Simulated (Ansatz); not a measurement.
`C[CH2][InH][F]` + `CC(C)N` → `CC(C)[NH][InH][F]` + ethane  (ligand exchange at the In–C bond)

Isolated molecules relaxed with PBE0-D4/def2-TZVP in Ansatz; ΔE leaves out vibrations. CBS: MP2 limit from def2 TZ/QZ plus the TZ coupled-cluster correction, frozen cores. This one scheme is used for every species. Functionals use def2-TZVPP. B3LYP here is the variant with VWN-RPA as its local correlation; programs differ in this. def2 core potentials past Kr. For In outer-core shells are correlated without core-valence functions, which leaves a few kJ/mol of doubt a bond. Each species was taken in one conformer, which may not be the lowest.

`C[CH2][InH][F]`:

Cartesian coordinates in Å:
```
C -0.916 -0.591 0.753
C 0.192 0.447 0.643
In 1.022 0.578 -1.329
F 0.472 -1.045 -2.310
H -0.585 -1.575 0.417
H -1.261 -0.687 1.787
H -1.782 -0.326 0.143
H -0.152 1.442 0.936
H 1.027 0.207 1.309
H 1.984 1.550 -2.351
```

`CC(C)N`:

```xyz
13

C    -1.371    0.186   -0.124
C     0.080    0.148    0.319
C     0.727   -1.183   -0.016
N     0.809    1.211   -0.364
H    -1.833    1.147    0.122
H    -1.437    0.047   -1.206
H    -1.950   -0.598    0.368
H     0.102    0.267    1.416
H     0.205   -2.007    0.478
H     1.771   -1.208    0.307
H     0.703   -1.351   -1.096
H     0.415    2.116   -0.136
H     1.778    1.226   -0.067
```

`CC(C)[NH][InH][F]`:

Z-matrix (Å, degrees):
```
C
C 1 1.523
H 1 1.094 2 110.2
H 1 1.093 2 110.9 3 -119.4
H 1 1.094 2 111.3 3 120.5
C 2 1.515 1 110.9 3 -60.1
N 2 1.447 1 111.8 3 63.6
H 2 1.102 1 107.6 3 -177.2
H 6 1.094 2 111.2 1 -178.4
H 6 1.091 2 111.1 1 -58.3
H 6 1.097 2 110.6 1 60.9
In 7 1.989 2 130.2 1 -111.0
H 7 1.010 2 113.4 1 55.0
F 12 1.965 7 103.6 2 171.3
H 12 1.685 7 140.1 2 -12.4
```

`CC`:

```xyz
8

C    -0.072    0.359    0.665
C     0.072   -0.359   -0.665
H    -1.121    0.449    0.958
H     0.447   -0.174    1.465
H     0.344    1.369    0.620
H     1.121   -0.449   -0.958
H    -0.447    0.174   -1.465
H    -0.344   -1.369   -0.620
```

| level | ΔE (kJ/mol) | difference from CCSD(T)/CBS |
| --- | --- | --- |
| PBE-D4 | -35.7 | 7.0 |
| r2SCAN-D4 | -39.8 | 2.9 |
| PBE0-D4 | -35.5 | 7.2 |
| B3LYP-D4 | -39.6 | 3.1 |
| ωB97X-V | -39.6 | 3.1 |
| ωB97M-V | -37.6 | 5.1 |
| PBE | -32.9 | 9.8 |
| r2SCAN | -38.9 | 3.8 |
| B3LYP | -35.1 | 7.6 |
| HF/def2-TZVPP | -38.8 | 3.9 |
| MP2/def2-TZVPP | -42.4 | 0.3 |
| CCSD(T)/def2-TZVPP | -41.0 | 1.7 |
| HF/def2-QZVPP | -39.0 | 3.7 |
| MP2/def2-QZVPP | -43.4 | -0.7 |
| SCS-MP2/def2-QZVPP | -43.2 | -0.5 |
| MP2/CBS(def2) | -44.1 | -1.4 |
| CCSD(T)/CBS | -42.7 | 0 |

Largest T1 diagnostic among the species: 0.015.

The D4 term adds −4.5 kJ/mol with B3LYP and −2.6 kJ/mol with PBE0; it sums over pairs of atoms, weighted by their polarisabilities, and B3LYP, whose exchange is more repulsive, gets the larger term.
